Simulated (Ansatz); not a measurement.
BH3O (SMILES BO) at its CCSD(T)/cc-pVTZ minimum, average atomic masses, point group Cs.
(charge 0, multiplicity 1):
```csv
atom,x (Å),y (Å),z (Å)
B,-0.7151,0.2191,-0.0014
O,0.5663,-0.2282,0.0015
H,-1.5715,-0.6104,0.0046
H,-0.9517,1.3932,-0.0095
H,1.2038,0.4906,-0.0037
```

Frozen-core correlation.

Codes used: Ansatz (an electronic-structure program). Values without a source in brackets are computed.

Harmonic frequencies (cm⁻¹): 785 898 1067 1192 1199 1391 2573 2674 3863.

Work out the rotational constants, the zero-point energy, and the ideal-gas entropy and heat capacity at 298.15 K and 1 bar (rigid rotor, harmonic oscillator).


Principal moments 2.934, 16.514, 19.448 u Å² give 16.8576/I = 5.745, 1.021, 0.8668 cm⁻¹. Zero point: Σω/2 = 7821 cm⁻¹ = 22.36 kcal/mol. Translation R(1.5 ln M + 2.5 ln T − 1.1517) with M = 29.833 u: 151.20 J/(mol K). Rotation with σ = 1: q = 2345.0, S = R(ln q + 3/2) = 76.99. Vibration, summed over R(u/(eᵘ − 1) − ln(1 − e⁻ᵘ)) with u = 1.43878ω/T: 2.24, of which the lowest mode gives 0.92. S° = 230.4 J/(mol K); C_p = 4R + 8.43 = 41.69 J/(mol K).
